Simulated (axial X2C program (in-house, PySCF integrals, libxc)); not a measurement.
# Worked dissociation energy of AsC⁻: CCSD, scalar-relativistic

All values were computed with an axial X2C code built on PySCF integrals. Spin-free means the one-electron spin-free X2C Hamiltonian. Basis: As dyall-acv3z [10s10p7d5f1g], C dyall-av3z [8s7p3d2f] (cores contracted in-house); Gaussian nuclei, density fitting, unrestricted open shells. Masses: As 74.922 u, C 12.000 u.

Molecular state: M_S = 0, Λ = 0 (closed shell).

Correlated methods: 10 electrons correlated (number of frozen shells: As 3 s, 2 p, 1 d; C 1 s), 266 virtual spin orbitals or spinors in MP2, 88 natural virtuals in coupled cluster.

```
E(As) (2M_S = 3, M_L = 0) : -2259.175097 hartree
E(C-) (2M_S = 3, M_L = 0) : -37.839946 hartree
E(AsC⁻) at Re             : -2297.213242 hartree
ωe                        : 1001.5 cm⁻¹
ωexe                      : 4.06 cm⁻¹
```

Task: Work out De and D0.

Result: De = -2259.175097 + (-37.839946) − (-2297.213242) = 0.19820 hartree = 5.393 eV. The zero-point energy is ωe/2 − ωexe/4 = 500 cm⁻¹ = 0.062 eV, so D0 = 5.331 eV.

The state is a single determinant with fixed occupations, the lowest that a limited PBE0 search found. Closed shells are restricted here (equal orbitals for both partners); the stretched side of such a curve lies too high. De is counted from the lowest determinant-based energies of the atoms at the same level, without counterpoise correction. CCSD ran in a truncated set of natural virtual spinors with an MP2 remainder; without triples it tends to underbind. The T1 diagnostic is large, a sign of multireference character.

Each atomic determinant is the lowest at this level and need not be a pure term. Totals compare only within one Hamiltonian and basis.
